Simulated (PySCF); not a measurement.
Cl₃Sn (SMILES [Cl][Sn+]([Cl])[Cl]), charge +1, singlet, at a GFN2-xTB geometry (such geometries of metal compounds can be far from the true shape) (all electrons, no relativity).

PySCF was given this input:
```python
from pyscf import gto, scf, dft

mol = gto.M(
    atom='''
Sn   -0.000000    0.000000    0.000000
Cl    2.221697   -0.280466   -0.428110
Cl   -0.943125   -0.989540    1.824611
Cl   -1.278573    1.270006   -1.396501
''',
    basis='3-21g',
    charge=1,
    spin=0,
    verbose=5,
)

mf = dft.RKS(mol)
mf.xc = 'lc_wpbe'
mf.kernel()
```

What total energy does LC-WPBE/3-21G (PySCF) give?

-7371.5046 Eh

What HOMO-LUMO gap does LC-WPBE/3-21G give?

10.12 eV

Predict the HOMO energy from LC-WPBE/3-21G.

-18.36 eV

What is the computed nuclear repulsion energy (LC-WPBE/3-21G)?

708.0567 Eh

Give the number of basis functions at the level LC-WPBE/3-21G.

70

Give the Mulliken (on the basis functions themselves) charges in atom order at the level LC-WPBE/3-21G.

Sn1 1.50, Cl2 -0.17, Cl3 -0.17, Cl4 -0.17
